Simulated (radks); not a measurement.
Values are calculated unless marked as measured or tabulated.
Numerical settings for the molybdenum ion Mo2+, [Kr] 4d4. Level of theory: scalar-relativistic Kohn-Sham, PBEsol, spin-polarised, spherical densities, point nucleus; open shells are filled with parallel spins first (spin-orbit coupling, left out, can overturn this in heavy ions) (a radial shooting solver on a logarithmic mesh with Libxc functionals). The defaults (mesh step 0.008 in ln r, mesh end at 40 bohr or more with all orbitals vanishing there, Anderson mixing 0.5 over 9 steps, residual threshold near 1e-9 with the energy settled to 1e-9 hartree or 1e-11 of itself, here a cap of 93 iterations) give E = -4045.7250 hartree and 4d at -21.920 eV in 14 iterations. Run on one thread of a shared host, so times are rough (Arm Neoverse V1): 0.2 s of CPU time, 0.2 s wall, 14 iterations on 2486 mesh points. Changes against that run (0 stands for a change within the tolerance of the run):

\begin{tabular}{lrrrrr}
setting & iterations & converged & E (mhartree) & e(4d) (meV) & CPU (s) \\ \hline
mesh step in ln r 0.2 & 3 & no & diverged & - & 0.02 \\
mesh step in ln r 0.12 & 2 & no & diverged & - & 0.03 \\
mesh step in ln r 0.08 & 3 & no & diverged & - & 0.03 \\
mesh end (bohr) 3 & 13 & yes & +555 & +7.69e+03 & 0.17 \\
mesh end (bohr) 20 & 14 & yes & 0 & 0 & 0.2 \\
residual threshold 0.01 & 9 & yes & 0 & +0.186 & 0.15 \\
residual threshold 1e-16 & 93 & no & 0 & 0 & 0.58 \\
mixing 0.2 & 15 & yes & 0 & 0 & 0.22 \\
linear mixing, mixing 1 & 93 & no & +0.024 & -173 & 1.4 \\
linear mixing, mixing 0.2 & 87 & yes & 0 & 0 & 0.9 \\
mixing history 20 & 20 & yes & 0 & 0 & 0.26 \\
iteration cap 2 & 2 & no & +1.18e+03 & -1.63e+04 & 0.04 \\
\end{tabular}

Settings that end as converged yet miss the energy by more than 1 mhartree: mesh end (bohr) 3 (+0.555 hartree). A mesh that ends early acts as a hard wall.
